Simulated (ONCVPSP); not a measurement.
What one change does to a pseudopotential (Zn (Z = 30), ONCV)

Zn, optimised norm-conserving Vanderbilt (ONCV), made with ONCVPSP 4.0.1 (PBE, scalar-relativistic). Core [Ne], reference 3s2 3p6 3d10 4s2. Waves: 3s+4s: rc 0.90 bohr, ncon 5, nbas 9, qcut 10.6 1/bohr, 2 projectors; 3p: rc 1.15 bohr, ncon 3, nbas 8, qcut 12.2 1/bohr, 2 projectors, debl 0.7 Ha; 3d: rc 0.90 bohr, ncon 5, nbas 10, qcut 18.9 1/bohr, local. Local part: the d channel. Core correction: none.

In the p channel the program set the typed energies aside and used -3.065, 0.250 Ha.

Change: s: qcut 8.4; p: qcut 9.7; d: qcut 15.

Cutoffs: the cutoffs (Ha) at which the residual kinetic energy of the hardest occupied pseudo-wave falls to 1 and 0.1 mHa per electron; they do not see the model core or the augmentation charge, which bear on the density cutoff. Errors are all-electron minus pseudo energies relative to the spin-unpolarised reference configuration.

**Question.** What does the change do?

**Answer.** The potential gets harder (135 Ha and 267 Ha → 253 Ha and 311 Ha); a bound ghost appears in s, which as a rule spoils a file; of the 4 tests that both files solve, the error grows in 3 and shrinks in 0 by more than 15 % and 0.3 meV (median size 0.2 → 0.7 meV).

```tsv
quantity	base	changed
cutoff, loose	135 Ha	253 Ha
cutoff, tight	267 Ha	311 Ha
loose cutoff by channel	s 126 Ha, p 49 Ha, d 135 Ha	s 253 Ha, p 40 Ha, d 107 Ha
bound ghosts	none	s
GHOST(+) flags under 300 eV	none	none
error for 3s2 3p6 3d10 4s1, meV [ΔE 9.89 eV]	-0.3	-0.2
error for 3s2 3p6 3d10 4s0, meV [ΔE 28.33 eV]	-0.2	+0.8
error for 3s2 3p6 3d9 4s0, meV [ΔE 68.86 eV]	-14	-20
error for 3s2 3p6 3d10 4s0 4p1, meV [ΔE 16.21 eV]	0.0	+0.6
s: phases at 0.91 bohr within 0.05 rad from the reference energy up to (Ha; the scan ends near 5)	to the end of the scan	to the end of the scan
p: phases at 1.17 bohr within 0.05 rad from the reference energy up to (Ha; the scan ends near 5)	to the end of the scan	to the end of the scan
d: phases at 0.91 bohr within 0.05 rad from the reference energy up to (Ha; the scan ends near 5)	to the end of the scan	4.6
```

 A true bound ghost makes a file unfit for plane-wave use even where its test errors are small: the radial tests pick states by their node count and pass the ghost by.
